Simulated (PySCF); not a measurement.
# How methods differ on the excitation energy of Tl²⁺

Tl²⁺ [Xe] 4f14 5d10 6s1 (2S) → Tl²⁺ [Xe] 4f14 5d9 6s2 (2D), as a difference of total energies. Computed with PySCF 2.14 in aug-cc-pwCVDZ-PP with ECP60MDF (6s5p4d1f, 48 functions), with scalar relativity through the core potential. Correlated levels: valence and next inner shell: nothing frozen outside the core potential. The calculations carry no spin-orbit coupling.

```json
{"method": "UHF", "excitation energy (eV)": "9.695"}
{"method": "MP2 (valence and next inner shell)", "excitation energy (eV)": "9.041"}
{"method": "SCS-MP2 (valence and next inner shell)", "excitation energy (eV)": "8.983"}
{"method": "CCSD (valence and next inner shell)", "excitation energy (eV)": "9.063"}
{"method": "CCSD(T) (valence and next inner shell)", "excitation energy (eV)": "9.024"}
```

Problem. How much does correlation contribute at CCSD(T) (valence and next inner shell)?

Solution. 9.024 − (9.695) = -0.671 eV, measured against UHF.
